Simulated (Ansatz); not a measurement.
```yaml
crystal:
  periodic: [false, false, false]
  atoms:
    - {symbol: Al, position_ang: [0.753997, 1.310996, 0.180423]}
    - {symbol: Cl, position_ang: [2.730962, 1.173204, 0.114834]}
    - {symbol: Cl, position_ang: [-0.411945, 2.789067, -0.358517]}
    - {symbol: Si, position_ang: [-0.242378, -0.902934, -0.287631]}
    - {symbol: H, position_ang: [-1.766282, -0.756993, 0.593850]}
    - {symbol: H, position_ang: [0.263842, -1.995889, 0.811660]}
    - {symbol: H, position_ang: [-0.459486, -1.651523, -1.370352]}
basis:
  gaussian: {orbitals: "6-31++G**"}
magnetization: {spin_polarized: true, initial_magnetization: 0}
hamiltonian: {xc: {name: revPBE}, dispersion: d4}
scf: {omitted_lower_state_checks: [starts]}
output: {forces: true}
```

```sh
$ ansatz run in.yaml --threads 4 --pin off --events-out ev --progress --plain --max-ram 3916MiB
```

It prints (some lines left out):

```
Functional definition: revPBE
  name "revPBE"
  cite "Zhang & Yang, Phys. Rev. Lett. 80, 890 (1998) doi:10.1103/PhysRevLett.80.890"
  cite "Perdew, Burke & Ernzerhof, Phys. Rev. Lett. 77, 3865 (1996) doi:10.1103/PhysRevLett.77.3865"
  parameter kappa = 1.245
  parameter beta = 0.06672455060314922
  exchange = pbe_x(kappa = kappa, mu = beta*pi^2/3)
  correlation = pbe_c(beta = beta)
these checks for a lower state are left out or cut short: starts
1128 factors; their error is unknown
mean field evaluation 1: about -39559.0055 eV, gradient 1.7e1 eV
mean field evaluation 2: about -39559.2773 eV, gradient 1.7e1 eV
mean field evaluation 4: about -39561.2244 eV, gradient 8.3e-1 eV
mean field evaluation 8: about -39561.1696 eV, gradient 2.6e-2 eV
mean field -39561.16959308 eV, -1453.8461670218 hartree, gradient 2.5e-5 eV, S^2 0.000000; 0 other end points of the search recorded, 0 dependent functions left out
the calculation of the forces begins
reference -39561.16969725 eV, -1453.8461708502 hartree; 32, 32 occupied and 78, 78 virtual orbitals, 1128 factors
Total energy: -39561.64807235 eV, -1453.8637508107 hartree
Atom 0 at     0.753997     1.310996     0.180423 Å, force    -0.852667    -3.292707    -0.300453 eV/Å
Atom 1 at     2.730962     1.173204     0.114834 Å, force     2.893192     0.294072     0.252867 eV/Å
Atom 2 at    -0.411945     2.789067    -0.358517 Å, force    -1.819401     2.888721    -0.578393 eV/Å
Atom 3 at    -0.242378    -0.902934    -0.287631 Å, force    -1.051345     1.058737     6.562785 eV/Å
Atom 4 at    -1.766282    -0.756993     0.593850 Å, force     1.426332    -0.049633    -1.302528 eV/Å
Atom 5 at     0.263842    -1.995889     0.811660 Å, force     0.001547     0.941389    -1.024805 eV/Å
Atom 6 at    -0.459486    -1.651523    -1.370352 Å, force    -0.597659    -1.840578    -3.609472 eV/Å
Dipole moment:     0.114256     0.207461     0.037408 e Å
Checks for a lower state left out: starts
```

Run time 2.1 s (4 threads of Arm Neoverse V2 on a shared host).

The 6-31G sets use Cartesian d functions.
